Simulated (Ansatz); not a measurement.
CH$_{9}$BSiSn, SMILES `C[B]([SiH3])[SnH3]`. Total charge 0; spin multiplicity 1. Sn takes the def2 core potential. The geometry is a stationary point of PBE0-D4/def2-TZVP.

```xyz
13

C     0.853   -0.791    1.387
B     0.063   -0.072    0.261
Si   -1.026    1.587    0.601
Sn    0.169   -0.841   -1.864
H     0.487   -0.617    2.402
H     1.056   -1.853    1.235
H     1.836   -0.286    1.339
H    -0.917    2.579   -0.504
H    -0.716    2.274    1.889
H    -2.450    1.135    0.656
H     0.632   -2.489   -1.948
H     1.329    0.053   -2.754
H    -1.315   -0.679   -2.700
```

What is the dipole moment at PBE/def2-TZVPP? (Best estimate.)

The calculation gave: 1.66 D, with components (0.74, -0.28, 1.46) D in this frame, pointing from negative to positive charge.

And with r2SCAN, B3LYP, ωB97M-V? (Estimate.)

Ansatz gave: r2SCAN 1.68 D, B3LYP 1.67 D, ωB97M-V 1.66 D.

Give the Mulliken charges with PBE, B3LYP, ωB97M-V in def2-TZVPP. (An estimate is asked.)

Computed: 
```
atom    PBE  B3LYP  ωB97M-V
  C1  -0.29  -0.28    -0.32
  B2   0.03   0.04     0.04
 Si3   0.04   0.10     0.01
 Sn4   0.38   0.43     0.27
  H5   0.11   0.11     0.12
  H6   0.11   0.11     0.12
  H7   0.11   0.10     0.12
  H8  -0.05  -0.06    -0.02
  H9  -0.06  -0.07    -0.03
 H10  -0.04  -0.06    -0.02
 H11  -0.13  -0.14    -0.10
 H12  -0.11  -0.13    -0.09
 H13  -0.11  -0.13    -0.09
```

B3LYP here is the variant with VWN-RPA as its local correlation; programs differ in this.
